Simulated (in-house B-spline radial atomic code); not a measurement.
A fraction x of an electron is removed from 5p in Gd VI (Gd5+), starting from [Kr] 4d10 4f6 5s2 5p5 and keeping the highest spin. Method: scalar-relativistic (X2C) revTPSS, spin-polarised, spherical fractional occupations, Fermi nucleus of rms radius 5.1569 fm. Calculated with an all-electron radial atomic-structure program (B-spline basis).

```
   x  E(x) - E(0) (eV)  5p down level (eV)
   0            0.0000             -80.014
0.05            4.0181             -80.709
0.22           17.9398             -83.077
0.27           22.1111             -83.774
0.41           33.9761             -85.727
 0.5           41.7480             -86.983
0.53           44.3638             -87.402
0.73           62.1234             -90.194
0.85           73.0472             -91.869
0.98           85.1081             -93.683
   1           86.9845             -93.962
```

The exact functional would give a straight line between the two integer points. Deviations E(x) - E(0) - x[E(1) - E(0)], in eV: -0.331 at x = 0.05, -1.197 at x = 0.22, -1.375 at x = 0.27, -1.688 at x = 0.41, -1.744 at x = 0.5, -1.738 at x = 0.53, -1.375 at x = 0.73, -0.89 at x = 0.85, -0.137 at x = 0.98.

The curve lies below the straight line by up to 1.744 eV (at x = 0.5): convex, the delocalisation error that favours fractional charges.

(1) How well does Slater's transition state (minus the level at half occupation) give the ionisation energy?

Results:

(1) It gives 86.983 eV against 86.984 eV from the two total energies; NIST lists 89.00 eV, ground level to ground level.
